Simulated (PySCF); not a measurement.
## SMILES C(SC)(F)=C=CF, C$_{4}$H$_{4}$F$_{2}$S

Geometry (Å), atoms numbered from 1 in this order:
```xyz
11

C    -1.689   -0.442    0.417
S    -1.550    0.377   -1.180
C     0.192    0.588   -1.258
F     0.522    1.242   -2.369
C     1.083    0.186   -0.382
C     1.931   -0.266    0.503
F     2.315    0.424    1.578
H    -2.762   -0.608    0.581
H    -1.165   -1.407    0.410
H    -1.286    0.196    1.217
H     2.414   -1.250    0.461
```

Computed with TDDFT CAM-B3LYP/def2-TZVPD excited states, vertical, gas phase in PySCF 2.14.0. Geometry: PBE0-D3(BJ)/def2-SVP.

(1) How strongly do the lowest singlets absorb one photon, and two photons of half the energy?

Answers

(1) δ for parallel linear polarisation; σ at the peak of a Lorentzian of half width 0.1 eV, single beam; Ω is circular over linear.
```
state  E (eV)      f  photon λ (nm)  δ (au)  σ (GM)     Ω                                    main
   S1    4.47  0.001            555    1.22    0.01  0.83                          HOMO→LUMO 0.88
   S2    5.65  0.088            439     124    1.45  0.58                        HOMO→LUMO+1 0.65
   S3    5.71  0.093            434    81.7    0.98  0.71      HOMO→LUMO+2 0.47, HOMO→LUMO+1 0.15
   S4    5.80  0.002            428    4.98    0.06  1.12  HOMO−1→LUMO+1 0.65, HOMO−1→LUMO+2 0.14
   S5    6.22  0.007            398    78.4    1.11  1.41      HOMO→LUMO+3 0.38, HOMO→LUMO+2 0.24
   S6    6.67  0.007            372      53    0.86  0.89      HOMO→LUMO+3 0.41, HOMO−2→LUMO 0.25
```

Among these, the strongest one-photon state is S3, the strongest two-photon state S2, with a dipole change of 2.0 D (relaxed, norm of the difference vector).
